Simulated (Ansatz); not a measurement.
Start from `C#C[SiH](C)Cl` and change one atom or group to get `BS[SiH](C)Cl`.

Ansatz, PBE0-D4/def2-TZVP geometries, multiplicity 1. Each molecule was computed in one conformer, which needn't be the lowest.

| property | `C#C[SiH](C)Cl` |
| --- | --- |
| HOMO–LUMO gap (PBE0/def2-TZVPP) / eV | 7.89 |
| LUMO energy (ωB97M-V/def2-TZVPP) / eV | 1.54 |
| zero-point energy (PBE0-D4/def2-TZVP) / kJ/mol | 175.0 |
| HOMO–LUMO gap (PBE/def2-TZVPP) / eV | 5.71 |
| HOMO energy (B3LYP/def2-TZVPP) / eV | -8.13 |
| size of the dipole moment (ωB97M-V/def2-TZVPP) / D | 1.88 |

(1) What does the change do to each property? (Estimate.)

Results:

(1) Computed: 
| property | `BS[SiH](C)Cl` | shift |
| --- | --- | --- |
| HOMO–LUMO gap (PBE0/def2-TZVPP) / eV | 6.70 | -1.19 |
| LUMO energy (ωB97M-V/def2-TZVPP) / eV | 0.32 | -1.22 |
| zero-point energy (PBE0-D4/def2-TZVP) / kJ/mol | 186.0 | 11.0 |
| HOMO–LUMO gap (PBE/def2-TZVPP) / eV | 4.62 | -1.09 |
| HOMO energy (B3LYP/def2-TZVPP) / eV | -8.08 | 0.05 |
| size of the dipole moment (ωB97M-V/def2-TZVPP) / D | 1.81 | -0.07 |

With PBE0 the HOMO rises by 0.05 eV and the LUMO falls by 1.14 eV, so the gap narrows by about 1.19 eV. PBE moves the HOMO by -0.05 eV and ωB97M-V by 0.13 eV. The zero-point energy changes by 11.0 kJ/mol with +3 modes. Dipoles are sizes alone; their direction can turn.

B3LYP here is the variant with VWN-RPA as its local correlation; programs differ in this.
